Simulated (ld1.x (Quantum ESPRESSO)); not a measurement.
**boron (B), TM: configuration errors across variants**

```json
{"Element": "boron (B)", "Generator": "ld1.x (Quantum ESPRESSO) 7.5", "Type": "norm-conserving Troullier–Martins (Kleinman–Bylander form)", "Functional": "LDA (PZ)", "Relativity": "non-relativistic", "Frozen core": "[He]", "Valence charge": "3", "Reference configuration": "2s1.75 2p1.25", "Partial waves": "2p (bound): rc 2.05 bohr; 2s (bound): rc 1.35 bohr", "Local potential": "the s channel", "Core correction": "a·sin(br)/r model core inside 1.30 bohr"}
```

All-electron excitation energies from the reference (eV): (1) 2s2 2p1 -1.417; (2) 2s2 2p0 6.912; (3) 2s1 2p0 32.209; (4) 2s2 2p0.5 1.527; (5) 2s1 2p2 4.263; (6) 2s2 2p1.3 -2.190; (7) 2s1 2p1 12.861; (8) 2s1.75 2p1.25 spin -0.562; (9) 2s2 2p1 spin -1.652.

Spin tests fill each open shell by Hund’s rule, majority spin first.

Errors AE − PS in meV (a dash: test not solved or not reliable):

| change | (1) | (2) | (3) | (4) | (5) | (6) | (7) | (8) | (9) | bound ghosts |
| --- | --- | --- | --- | --- | --- | --- | --- | --- | --- | --- |
| base | +0.2 | +30 | +139 | +5.1 | +2.1 | -0.1 | +1.5 | +50 | +21 | none |
| core correction none | +0.2 | +32 | +152 | +5.3 | +2.2 | -0.1 | +2.3 | +56 | +24 | none |
| core correction a·sin(br)/r model core inside 0.60 bohr | +0.1 | +21 | +79 | +3.6 | +1.4 | -0.2 | -0.8 | +14 | +5.6 | none |
| core correction a·sin(br)/r model core inside 0.74 bohr | +0.1 | +21 | +82 | +3.7 | +1.4 | -0.1 | -0.7 | +17 | +6.7 | none |
| core correction a·sin(br)/r model core inside 1.04 bohr | +0.2 | +26 | +112 | +4.5 | +1.8 | -0.1 | +0.4 | +35 | +15 | none |
| core correction a·sin(br)/r model core inside 1.22 bohr | +0.2 | +29 | +133 | +5.0 | +2.0 | -0.1 | +1.3 | +47 | +20 | none |
| core correction a·sin(br)/r model core inside 1.44 bohr | +0.2 | +31 | +146 | +5.3 | +2.1 | -0.1 | +1.9 | +53 | +23 | none |
| core correction a·sin(br)/r model core inside 1.64 bohr | +0.2 | +32 | +150 | +5.3 | +2.1 | -0.1 | +2.1 | +55 | +24 | none |

Q: Give the same row for: core correction a·sin(br)/r model core inside 0.94 bohr.

A: +0.1, +24, +99, +4.2, +1.7, -0.1, -0.1, +28, +12; bound ghosts: none.
